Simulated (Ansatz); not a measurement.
H$_{6}$InP (`[PH3+][InH3-]`). Total charge 0; spin multiplicity 1. In: def2 effective core potential.

```xyz
8

P    -0.658    0.165   -0.975
In    0.884   -0.222    1.308
H    -0.090    0.784   -2.109
H    -1.827    0.951   -0.900
H    -1.223   -0.947   -1.634
H     2.070   -1.216    0.532
H    -0.379   -0.973    2.222
H     1.222    1.457    1.557
```

Problem. List the harmonic frequencies (cm⁻¹, unscaled) at PBE0-D4/def2-TZVP in Ansatz. (An estimate is asked.)

Solution. Ansatz gave: 91, 156, 181, 182, 413, 413, 599, 601, 602, 983, 1122, 1122, 1782, 1782, 1797, 2460, 2479, 2480.

Problem. Is this a minimum?

Solution. Yes, all 18 modes are real.

Problem. Give the ideal-gas thermochemistry at 298.15 K and 1 bar (rigid rotor, harmonic oscillator; point group C3v, symmetry number 3).

Solution. Zero-point energy 115.1 kJ/mol; H(298) − E = 134.8 kJ/mol; entropy 326.3 J/(mol·K), of which translation 171.5, rotation 95.1, vibration 59.7; G(298) − E = 37.5 kJ/mol. Modes under 100 cm⁻¹ are hindered rotations or soft bends, so the harmonic entropy is rough.

Problem. And at 400, 500, 600, 800 and 1000 K?

Solution. 
```csv
T (K),H − E (kJ/mol),S (J/mol/K),G − E (kJ/mol)
400,145.1,355.8,2.7
500,156.3,380.8,-34.1
600,168.5,403.0,-73.3
800,195.2,441.3,-157.9
1000,224.4,473.8,-249.5
```
